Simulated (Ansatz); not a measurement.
Start from `CCC(N)=O` and change one atom or group to get `BC(N)=O`.

Ansatz, PBE0-D4/def2-TZVP geometries, multiplicity 1. Each molecule was computed in one conformer, which needn't be the lowest.

```csv
property,`CCC(N)=O`
LUMO energy (ωB97M-V/def2-TZVPP) / eV,2.20
HOMO energy (B3LYP/def2-TZVPP) / eV,-7.05
HOMO energy (PBE/def2-TZVPP) / eV,-5.66
HOMO–LUMO gap (PBE/def2-TZVPP) / eV,5.34
HOMO–LUMO gap (B3LYP/def2-TZVPP) / eV,7.50
LUMO energy (PBE0/def2-TZVPP) / eV,0.77
```

What does the change do to each property? (Estimate.)

The calculation gave: 
```tsv
property	`BC(N)=O`	shift
LUMO energy (ωB97M-V/def2-TZVPP) / eV	1.84	-0.36
HOMO energy (B3LYP/def2-TZVPP) / eV	-7.96	-0.91
HOMO energy (PBE/def2-TZVPP) / eV	-6.77	-1.11
HOMO–LUMO gap (PBE/def2-TZVPP) / eV	5.64	0.30
HOMO–LUMO gap (B3LYP/def2-TZVPP) / eV	7.70	0.20
LUMO energy (PBE0/def2-TZVPP) / eV	0.01	-0.76
```

With PBE0 the HOMO falls by 0.88 eV and the LUMO falls by 0.76 eV, so the gap widens by about 0.12 eV. PBE moves the HOMO by -1.11 eV and ωB97M-V by -0.80 eV. The zero-point energy changes by -116.4 kJ/mol with -12 modes.

B3LYP here is the variant with VWN-RPA as its local correlation; programs differ in this.
